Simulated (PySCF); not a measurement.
**Correlation energy of Tc (technetium, neutral)**

Starting occupation: [Kr] 4d5 5s2, 4d3/2 with m_j = -3/2, -1/2, +1/2, +3/2, 4d5/2 with m_j = +5/2. Calculation: PySCF 2.14, in x2c-QZVPPall-2c (13s12p9d4f2g, 140 functions); X2C-1e with screened-nucleus spin-orbit coupling, Gaussian nucleus. Frozen: [Ar] 3d10; 15 electrons correlated; the 34 highest virtual spinors left out.

MP2 pair energies summed by pair of shells (mhartree):

```tsv
pair	energy	share (%)
4d-4p	-161.96	34.8
4p-4p	-86.44	18.6
4d-4d	-62.08	13.4
4d-5s	-46.05	9.9
4p-4s	-37.21	8.0
4d-4s	-22.74	4.9
4p-5s	-21.56	4.6
5s-5s	-19.60	4.2
4s-4s	-5.62	1.2
4s-5s	-1.50	0.3
```

Total MP2 correlation energy: -464.76 mhartree.

The GHF reference relaxed away from the jj start to a determinant that is no pure jj level (⟨S²⟩ = 8.78, ⟨J²⟩ = 8.79); the energies belong to that determinant.

This basis was not built for core-valence correlation, so the inner-shell part is incomplete.
